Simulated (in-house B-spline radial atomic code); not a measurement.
Successive ionisation energies of xenon; each step leads to the configuration of the next row (after the last: [Kr] 4d10). Dirac energy differences include first-order Breit, QED and recoil terms. NIST's values go from ground level to ground level; the uncertainty of those that are theory runs from under 0.1 % in few-electron ions to several per cent in heavy many-electron ones. Computed with an all-electron radial atomic-structure program (B-spline basis): Dirac-Hartree-Fock, jj configuration that fills j = l - 1/2 first, finite nuclei.

A number in brackets counts the electrons of a j subshell.

```tsv
ion	configuration	ionisation energy (eV)	tabulated value (eV)	computed minus tabulated (eV)	highest orbital	largest mean radius (bohr)
Xe	[Kr] 4d10 5s2 5p6	11.23	12.12984	-0.90	5p3/2	2.3516
Xe+	[Kr] 4d10 5s2 5p1/2(2) 5p3/2(3)	20.42	20.975	-0.56	5p3/2	2.2275
Xe2+	[Kr] 4d10 5s2 5p1/2(2) 5p3/2(2)	30.38	31.05	-0.67	5p3/2	2.13
Xe3+	[Kr] 4d10 5s2 5p1/2(2) 5p3/2(1)	?	?	?	?	?
Xe4+	[Kr] 4d10 5s2 5p1/2(2)	53.20	54.1	-0.90	5p1/2	1.9255
Xe5+	[Kr] 4d10 5s2 5p1/2(1)	?	?	?	?	?
Xe6+	[Kr] 4d10 5s2	89.61	91.6	-1.99	5s1/2	1.6638
Xe7+	[Kr] 4d10 5s1	104.17	105.9778	-1.81	5s1/2	1.6247
```

(1) Fill in the row of Xe3+.

(2) Fill in the row of Xe5+.

(3) Where is the largest jump?

(4) How far is this level of theory from the measured and semi-empirical values?

Results:

(1) ionisation energy (eV): 41.00; tabulated value (eV): 42.2; computed minus tabulated (eV): -1.20; highest orbital: 5p3/2; largest mean radius (bohr): 2.0489.

(2) ionisation energy (eV): 65.72; tabulated value (eV): 66.703; computed minus tabulated (eV): -0.99; highest orbital: 5p1/2; largest mean radius (bohr): 1.8634.

(3) From Xe to Xe+, by a factor of 1.82 (11.228 to 20.42 eV); the highest orbital goes from 5p3/2 to 5p3/2.

(4) Over those 8 rows the differences run from -1.99 to -0.555 eV (mean absolute value 1.1 eV). The calculation leaves out correlation and, in open shells, the multiplet splittings that an average leaves out.
